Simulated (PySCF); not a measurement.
CH3FMgO. Atoms are numbered in the order given.

```xyz
7

Mg     0.0000     0.0000     0.7318
F      0.0000     0.0000     2.4946
O      0.0000     0.0000    -1.0332
C      0.0000     0.0000    -2.4137
H     -0.8907    -0.5142    -2.8285
H      0.8907    -0.5142    -2.8285
H      0.0000     1.0285    -2.8285
```

The structure is a stationary point at r2SCAN-D4/def2-SVP. One conformer was computed; it need not be the lowest.

All values below come from HF/def2-TZVPD (PySCF).

Isolated molecule, no solvent.

| Quantity | Value |
|---|---|
| total energy | -413.71310 hartree |
| point group | C3v |
| highest occupied level | -11.20 eV |
| lowest empty level | 0.54 eV |
| orbital gap | 11.73 eV |
| dipole moment | 1.62 D |
| quadrupole, principal values (traceless, Buckingham form, about the centre of nuclear charge) | -16.96, 8.48, 8.48 D·Å |
| mean static polarisability | 31.1 bohr³ (4.61 Å³) |
| polarisability, principal values | 28.5, 28.5, 36.4 bohr³ |
